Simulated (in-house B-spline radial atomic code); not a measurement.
# CAM-B3LYP excitations of neutral krypton

Method: CAM-B3LYP. Computed with a B-spline radial code for spherical atoms: linear response of the closed shell [Ar] 3d10 4s2 4p6 with the functional's adiabatic kernel; scalar-relativistic (spin-free one-electron X2C), finite nucleus, no spin-orbit coupling, no double excitations, S, P, D and F terms only; shells from n = 2 respond. Only terms of natural parity with L up to 3 were computed.

Command:
```bash
python run_td.py task.json out
```
Settings (radii: box in bohr, nucleus in fm):
```
Z                        36
electrons                36
configuration            [Ar] 3d10 4s2 4p6
hamiltonian              x2c
method                   camb3lyp
box_radius               75
rms_radius               4.1884
intervals                77
```

Cost of the run: 6.1 s on 1 thread of Arm Neoverse N1 (shared host).

The lowest states, in the order of their Tamm-Dancoff energies; the method's threshold (minus the highest occupied level) is 12.157 eV. Labels give the largest channel, * marks a mixed state, and oscillator strengths are full-response dipole values. Semilocal kernels can invert the small singlet-triplet splittings of Rydberg terms. Energies in eV:

```
     state  full response  Tamm-Dancoff  oscillator strength
4p → 5s 3P          9.306         9.311                    -
4p → 5s 1P              ?             ?                    ?
4p → 5p 3S         10.568        10.572                    -
4p → 5p 3D         10.642        10.645                    -
4p → 5p 1D         10.664        10.665                    -
4p → 5p 1S         10.876        10.902                    -
4p → 6s 3P         11.237        11.238                    -
4p → 6s 1P         11.267        11.269               0.0174
4p → 4d 3P              ?             ?                    -
4p → 4d 3F         11.303        11.310                    -
4p → 4d 1F         11.336        11.337                    -
4p → 4d 1P         11.403        11.409                0.141
4p → 6p 3S         11.521        11.522                    -
4p → 6p 3D         11.539        11.540                    -
4p → 6p 1D         11.547        11.547                    -
4p → 6p 1S         11.600        11.607                    -
```

Q: Where does 4p → 5s 1P lie?

A: At 9.473 eV in full response, 9.480 eV in Tamm-Dancoff, oscillator strength 0.312.

Q: Where does 4p → 4d 3P lie?

A: At 11.291 eV in full response, 11.294 eV in Tamm-Dancoff.

Q: How large is the singlet-triplet splitting of 4p → 5s (P terms) in Tamm-Dancoff?

A: 0.169 eV, from the unrounded values.

Q: What polarisabilities and dispersion coefficient does the method give?

A: Dipole 17.46 bohr³, quadrupole 105.8 bohr⁵, C6 135.3 hartree·bohr⁶ for two such species. Recommended dipole value: 16.78 ± 0.02 bohr³ (Schwerdtfeger and Nagle, table of static dipole polarizabilities (2023 update)), which includes relativity and correlation.
